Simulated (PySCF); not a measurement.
C3H7Si, doublet, geometry from GFN2-xTB. Base run: M062X/6-31G run with PySCF.

Geometry (Å):
```xyz
11

C      0.5309     1.1007     0.0073
C     -0.9011     0.9960     0.3917
C     -1.0690    -0.5273     0.2236
Si     0.7676    -0.7085    -0.3139
H      1.0889     2.0227    -0.0181
H     -1.5596     1.5817    -0.2596
H     -1.0936     1.3459     1.4121
H     -1.3488    -1.0244     1.1488
H     -1.8147    -0.7886    -0.5228
H      1.6267    -1.4781     0.5929
H      0.9894    -1.1556    -1.6936
```
Charge 0, spin multiplicity 2.
Orbitals are unrestricted.
All else is at PySCF's defaults.
Base energy -407.76253 Eh.

The base run was repeated with changes; each row names its change, and settings that it needs were set with it.

```json
[
 {"change": "base", "ΔE vs base (mEh)": "0.000", "SCF cycles": "10", "<S^2>": "0.755", "outcome": "converged"},
 {"change": "conv_tol_grad = 1e-7", "ΔE vs base (mEh)": "0.000", "SCF cycles": "14", "<S^2>": "0.755", "outcome": "converged"},
 {"change": "solver = newton; init_guess = 1e", "ΔE vs base (mEh)": "0.000", "SCF cycles": "-", "<S^2>": "0.755", "outcome": "converged"},
 {"change": "diis_space = 4", "ΔE vs base (mEh)": "0.000", "SCF cycles": "11", "<S^2>": "0.755", "outcome": "converged"},
 {"change": "init_guess = huckel", "ΔE vs base (mEh)": "0.000", "SCF cycles": "11", "<S^2>": "0.755", "outcome": "converged"},
 {"change": "diis_space = 12", "ΔE vs base (mEh)": "0.000", "SCF cycles": "10", "<S^2>": "0.755", "outcome": "converged"},
 {"change": "conv_tol = 1e-11", "ΔE vs base (mEh)": "0.000", "SCF cycles": "12", "<S^2>": "0.755", "outcome": "converged"},
 {"change": "diis = off (with mf.max_cycle = 100)", "ΔE vs base (mEh)": "-", "SCF cycles": "100", "<S^2>": "-", "outcome": "not converged"},
 {"change": "init_guess = sap", "ΔE vs base (mEh)": "0.000", "SCF cycles": "13", "<S^2>": "0.755", "outcome": "converged"},
 {"change": "DIIS = ADIIS", "ΔE vs base (mEh)": "0.000", "SCF cycles": "15", "<S^2>": "0.755", "outcome": "converged"},
 {"change": "conv_tol = 1e-7", "ΔE vs base (mEh)": "0.000", "SCF cycles": "8", "<S^2>": "0.755", "outcome": "converged"},
 {"change": "conv_tol = 1e-4", "ΔE vs base (mEh)": "0.003", "SCF cycles": "5", "<S^2>": "0.755", "outcome": "converged"},
 {"change": "conv_tol = 1e-6", "ΔE vs base (mEh)": "0.000", "SCF cycles": "7", "<S^2>": "0.755", "outcome": "converged"}
]
```

Open shells are given as the SCF converged; they aren't shown to be the lowest states, and a large step between rows can be another state.
